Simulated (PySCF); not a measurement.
# A survey of 19F NMR shifts

- GFN2-xTB geometry
- NMR shieldings at PBE0/pcSseg-1/GIAO
- run in PySCF 2.14
- no relativistic terms, one averaged value for each set of equivalent atoms, no solvent, single conformer

Shieldings were converted by a linear fit to measured shifts: 19F: δ = 146.13 − 0.903σ +14.6 on sp3 carbon (rms 6.0 ppm, 223 shifts, 7.0 ppm with the 5 outliers that the fit left out vs CFCl3, solution or neat liquid). Occasional misses reach two or three times the rms, and more in compound classes unlike the fitted ones.

Question: Give the 19F shifts of `C#C/C=C(/F)C#CC(F)(F)F`, `O=P(O)(O)c1ccc(F)cc1`, `C=C/C(C)=N\[C@H]([SiH3])CF`.

Answer: 
```tsv
compound	environment	δ (ppm)
[CH:1]#[C:2]/[CH:3]=[C:4](/[F:5])[C:6]#[C:7][C:8]([F:9])([F:10])[F:11]	F9/10/11: fluorine of a CF3 group (×3)	-50.1
[CH:1]#[C:2]/[CH:3]=[C:4](/[F:5])[C:6]#[C:7][C:8]([F:9])([F:10])[F:11]	F5: vinylic fluorine	-101.6
O=P(O)(O)c1ccc(F)cc1	aryl fluorine	-104.8
C=C/C(C)=N\[C@H]([SiH3])CF	fluorine on an sp3 carbon	-216.9
```

Question: Order these by 19F shift, lowest first.
A. Cc1cc(C)c(C)c(F)c1
B. FC(F)(F)c1cccnc1
C. O=P(O)(O)c1ccccc1F
D. C=C(C)CCF
E. C/C=C/[C@@H](C)F

Answer: D (-212.0 ppm, fluorine on an sp3 carbon), E (-188.1 ppm, fluorine on an sp3 carbon), A (-122.3 ppm, aryl fluorine), C (-108.3 ppm, aryl fluorine), B (-63.4 ppm, fluorine of a CF3 group).
